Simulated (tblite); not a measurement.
Compound: C₆H₁₁OP.
Atom-mapped SMILES: `[CH3:1][C:2]#[C:3][P@H:4](=[O:5])[CH:6]([CH3:7])[CH3:8]` (hydrogens: H9, H10, H11 on C1; H12 on P4; H13 on C6; H14, H15, H16 on C7; H17, H18, H19 on C8)

Computed with GFN2-xTB (tblite), gas phase: L-BFGS steps from a force-field or distance-geometry start until the largest atomic force falls under 0.01 eV/Å.

Step 20: E = -681.1233 eV
```
atom  x, y, z in Å  |  force x, y, z in eV/Å
C1      3.7162    1.0074   -0.1869   -0.009   0.000   0.000
C2      2.4926    0.3546    0.2066   -0.019  -0.017  -0.017
C3      1.4607   -0.1771    0.5291    0.002   0.010   0.014
P4      0.0107   -1.1309    0.8430    0.024   0.033   0.044
O5      0.1698   -2.5635    0.5909   -0.022  -0.035  -0.011
C6     -1.3045   -0.2969   -0.1370    0.050  -0.010   0.035
C7     -1.5128    1.1349    0.3261    0.005   0.016  -0.002
C8     -2.5686   -1.1352   -0.0296    0.006  -0.013  -0.022
H9      3.4982    1.9983   -0.5894    0.042  -0.054   0.020
H10     4.2013    0.4019   -0.9544    0.037   0.081   0.039
H11     4.3813    1.1045    0.6722   -0.019   0.000  -0.057
H12    -0.2764   -0.8219    2.1747   -0.020   0.008  -0.040
H13    -0.9381   -0.3068   -1.1722   -0.034  -0.008  -0.026
H14    -2.2493    1.6292   -0.3028   -0.040   0.027  -0.017
H15    -1.8714    1.1536    1.3534    0.002  -0.001   0.011
H16    -0.5838    1.6977    0.2743    0.048  -0.003   0.009
H17    -3.3490   -0.7417   -0.6777   -0.044   0.016   0.014
H18    -2.3563   -2.1604   -0.3258   -0.002  -0.035   0.029
H19    -2.9307   -1.1386    0.9987   -0.006  -0.014  -0.025
```

Step 21: E = -681.1242 eV
```
atom  x, y, z in Å  |  force x, y, z in eV/Å
C1      3.7163    1.0078   -0.1863   -0.007   0.000  -0.004
C2      2.4926    0.3548    0.2046   -0.026  -0.025  -0.007
C3      1.4613   -0.1779    0.5275   -0.015  -0.008   0.021
P4      0.0096   -1.1305    0.8415    0.005   0.027   0.035
O5      0.1638   -2.5644    0.5925   -0.005  -0.017  -0.009
C6     -1.3048   -0.2967   -0.1403    0.036  -0.003   0.038
C7     -1.5117    1.1348    0.3259    0.008   0.020  -0.003
C8     -2.5687   -1.1364   -0.0291    0.015  -0.009  -0.024
H9      3.5006    1.9977   -0.5884    0.019  -0.007   0.006
H10     4.2037    0.4057   -0.9531    0.049   0.043   0.009
H11     4.3808    1.1054    0.6718   -0.003  -0.002  -0.016
H12    -0.2831   -0.8190    2.1714   -0.005   0.009  -0.039
H13    -0.9374   -0.3067   -1.1759   -0.056  -0.005  -0.006
H14    -2.2476    1.6348   -0.2999   -0.032   0.009  -0.019
H15    -1.8695    1.1520    1.3539    0.008  -0.006   0.001
H16    -0.5809    1.6949    0.2753    0.042   0.000   0.010
H17    -3.3528   -0.7466   -0.6757   -0.025   0.016   0.020
H18    -2.3539   -2.1619   -0.3233   -0.010  -0.029   0.030
H19    -2.9281   -1.1385    1.0007    0.002  -0.014  -0.042
```

Step 22: E = -681.1247 eV
```
atom  x, y, z in Å  |  force x, y, z in eV/Å
C1      3.7162    1.0079   -0.1860   -0.004  -0.001  -0.005
C2      2.4924    0.3544    0.2031   -0.019  -0.025  -0.005
C3      1.4615   -0.1782    0.5272   -0.019  -0.016   0.023
P4      0.0093   -1.1302    0.8412   -0.011   0.007   0.010
O5      0.1605   -2.5649    0.5932    0.006   0.001  -0.004
C6     -1.3044   -0.2967   -0.1413    0.008   0.006   0.021
C7     -1.5112    1.1352    0.3257    0.010   0.016  -0.004
C8     -2.5685   -1.1371   -0.0293    0.015  -0.004  -0.016
H9      3.5024    1.9972   -0.5877    0.000   0.027  -0.005
H10     4.2061    0.4089   -0.9522    0.052   0.013  -0.013
H11     4.3804    1.1058    0.6711    0.007  -0.004   0.016
H12    -0.2868   -0.8176    2.1692    0.001   0.012  -0.021
H13    -0.9379   -0.3070   -1.1777   -0.059  -0.003   0.008
H14    -2.2473    1.6378   -0.2987   -0.012  -0.007  -0.012
H15    -1.8685    1.1511    1.3542    0.011  -0.005  -0.008
H16    -0.5786    1.6934    0.2759    0.026   0.000   0.009
H17    -3.3553   -0.7487   -0.6743   -0.003   0.011   0.021
H18    -2.3529   -2.1632   -0.3216   -0.013  -0.019   0.024
H19    -2.9271   -1.1388    1.0010    0.004  -0.012  -0.039
```

Q: Estimate the geometry and energy of step 23. (The exact step hangs on the optimiser's Hessian estimate; all steps are aligned on step 22, rigid shifts and turns removed.)

A: E = -681.1251 eV, largest force 0.052 eV/Å
```
atom  x, y, z in Å  |  force x, y, z in eV/Å
C1      3.7159    1.0079   -0.1859    0.001  -0.001  -0.005
C2      2.4919    0.3537    0.2021   -0.004  -0.018  -0.008
C3      1.4612   -0.1786    0.5277   -0.010  -0.014   0.021
P4      0.0090   -1.1300    0.8414   -0.019  -0.011  -0.015
O5      0.1588   -2.5651    0.5935    0.010   0.012   0.002
C6     -1.3039   -0.2966   -0.1414   -0.018   0.011   0.000
C7     -1.5106    1.1358    0.3255    0.009   0.008  -0.004
C8     -2.5681   -1.1376   -0.0298    0.009  -0.001  -0.005
H9      3.5036    1.9972   -0.5874   -0.012   0.038  -0.007
H10     4.2087    0.4113   -0.9518    0.044  -0.002  -0.021
H11     4.3803    1.1060    0.6707    0.005  -0.005   0.032
H12    -0.2890   -0.8165    2.1675    0.001   0.014   0.000
H13    -0.9395   -0.3072   -1.1786   -0.050   0.000   0.013
H14    -2.2476    1.6393   -0.2983    0.009  -0.017  -0.003
H15    -1.8678    1.1506    1.3542    0.012  -0.001  -0.012
H16    -0.5767    1.6925    0.2764    0.009   0.000   0.006
H17    -3.3568   -0.7495   -0.6730    0.014   0.006   0.016
H18    -2.3527   -2.1645   -0.3200   -0.012  -0.008   0.013
H19    -2.9265   -1.1393    1.0002    0.003  -0.010  -0.023
```

The energy changes by -0.0004 eV. The first-order estimate −F·Δx gives -0.0005 eV and the mean of the old and new forces, exact on a quadratic surface, -0.0004 eV. The step makes an angle of 54° with the force vector and moves no atom by more than 0.004 Å.
